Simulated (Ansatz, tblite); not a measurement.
Spin states of Be4⁺, each relaxed with PBE/def2-TZVP in Ansatz. Electronic energies in the gas phase.

The xTB rows come from tblite. B3LYP takes the VWN-RPA correlation. Correlated methods freeze no core orbitals. In CCSD on the charge 1 quartet the largest single amplitude is 0.98, so its Hartree–Fock determinant may place the open shell otherwise than the density functionals do. The structure comes from a short search, and lower isomers may exist.

Doublet geometry (D4h within 0.1 Å):

```xyz
4

Be    0.8968   -0.7546    0.9621
Be    0.3081    1.2945    0.7278
Be   -0.3090   -1.2947   -0.7271
Be   -0.8959    0.7548   -0.9628
```

Quartet geometry (D2h within 0.1 Å):

```xyz
4

Be   -0.076   -0.938    0.190
Be    0.070   -0.385   -1.870
Be   -0.070    0.385    1.870
Be    0.076    0.938   -0.190
```

⟨S²⟩: doublet 0.76 at PBE0/def2-TZVP (pure 0.75), quartet 3.78 at PBE0/def2-TZVP (pure 3.75).

Run but left out: HF/STO-3G, HF/def2-TZVP, HF/def2-TZVPP, MP2/def2-TZVP, MP2/def2-TZVPP (quartet: a determinant that CCSD turns far, T1 0.185).

Only these spin states were relaxed. The quartet has other bonds than the doublet, so the gap mixes isomer and spin.

```json
{"level": "GFN1-xTB", "quartet − doublet (kJ/mol)": "140.7", "lowest of these": "doublet", "remarks": "–"}
{"level": "PBE/def2-TZVP", "quartet − doublet (kJ/mol)": "16.8", "lowest of these": "doublet", "remarks": "–"}
{"level": "r2SCAN/def2-TZVP", "quartet − doublet (kJ/mol)": "1.8", "lowest of these": "tie", "remarks": "–"}
{"level": "ωB97X-V/def2-TZVP", "quartet − doublet (kJ/mol)": "104.3", "lowest of these": "doublet", "remarks": "–"}
{"level": "PBE-QIDH/def2-TZVP", "quartet − doublet (kJ/mol)": "67.0", "lowest of these": "doublet", "remarks": "–"}
{"level": "CCSD(T)/def2-TZVPP", "quartet − doublet (kJ/mol)": "68.7", "lowest of these": "doublet", "remarks": "large T1 (0.185) (quartet)"}
```

Question: Estimate the rows for BLYP/def2-TZVP, B3LYP/def2-TZVP, PBE0/def2-TZVP, ωB97M-V/def2-TZVP, RPA@PBE/def2-TZVP, CCSD/def2-TZVPP.

Answer: 
| level | quartet − doublet (kJ/mol) | lowest of these | remarks |
| --- | --- | --- | --- |
| BLYP/def2-TZVP | 44.3 | doublet | – |
| B3LYP/def2-TZVP | 61.2 | doublet | – |
| PBE0/def2-TZVP | 37.5 | doublet | – |
| ωB97M-V/def2-TZVP | 65.1 | doublet | – |
| RPA@PBE/def2-TZVP | 57.6 | doublet | – |
| CCSD/def2-TZVPP | 85.2 | doublet | large T1 (0.185) (quartet) |

The xTB methods have no term that favours high spin, so they put low spin too low.
